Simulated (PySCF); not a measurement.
From one molecule to another.

First species: C₄H₆F₂OS.
InChI=1S/C4H6F2OS/c1-7-4-2(8-4)3(5)6/h2-4H,1H3/t2-,4+/m0/s1

Second species: C6H11PSSi.
Z-matrix (Å and degrees, GFN2-xTB geometry), rows numbered from 1:
```
C 
Si  1  1.9030
C   2  1.9058  1  110.62
C   2  1.9068  1  111.08  3  -123.07
C   2  1.8958  1  109.26  3   118.39
C   5  1.3577  2  127.80  1     7.35
P   6  1.7657  5  119.07  2   179.58
C   7  1.7037  6   92.43  5    -0.07
S   8  1.7128  7  118.32  6    -0.01
H   1  1.0855  2  111.77  3   179.93
H   1  1.0856  2  111.58  3   -59.23
H   1  1.0854  2  110.39  3    60.34
H   3  1.0856  2  111.14  1   -65.15
H   3  1.0860  2  111.16  1   174.86
H   3  1.0861  2  111.45  1    54.85
H   4  1.0862  2  111.53  1   -57.31
H   4  1.0856  2  111.17  1    62.80
H   4  1.0861  2  111.04  1  -177.37
H   6  1.0787  5  120.63  2    -0.35
H   8  1.0759  7  125.07  6  -179.96
```

Levels: PBE0/pcSseg-1 for dipole moment, HOMO energy, LUMO energy and HOMO–LUMO gap; GFN2-xTB for rotational constant A and rotational constant C. Geometries: GFN2-xTB. All species are isolated and taken at one optimised geometry, non-relativistic unless stated. Electronic properties by PySCF.

The conformers computed, where there is a choice (atom-mapped SMILES and torsion angles):
- `[CH3:1][O:2][C@@H:3]1[S:4][C@H:5]1[CH:6]([F:7])[F:8]`: C1–O2–C3–S4 -84°, S4–C5–C6–F7 60°
- `[CH3:1][Si:2]([CH3:3])([CH3:4])[c:5]1[cH:6][p:7][cH:8][s:9]1`: C1–Si2–C5–C6 7°

Task: Which has the higher LUMO energy?

Result: The first: -0.04 eV against -1.32 eV, a difference of 1.28 eV.

Task: Which of the two has the higher dipole moment, and by how much?

Result: The second: 1.90 D against 1.57 D, a difference of 0.33 D.

Task: Which of the two has the higher HOMO energy, and by how much?

Result: The second: -6.86 eV against -7.00 eV, a difference of 0.14 eV.

Task: Which has the higher rotational constant C?

Result: The first: 0.904 GHz against 0.557 GHz, a difference of 0.347 GHz.

Task: Which of the two has the higher rotational constant A, and by how much?

Result: The first: 2.827 GHz against 1.751 GHz, a difference of 1.076 GHz.

Task: Which of the two has the higher HOMO–LUMO gap, and by how much?

Result: The first: 6.96 eV against 5.54 eV, a difference of 1.42 eV.

On the first: The dipole equals about 5.2 × 10⁻³⁰ C·m (1 D = 3.33564 × 10⁻³⁰ C·m).

On the second: A dipole of 1.90 D is allowed in C1, and pure rotational transitions are dipole-allowed. In atomic units the dipole is 0.75 e·bohr (1 au = 2.5417 D).
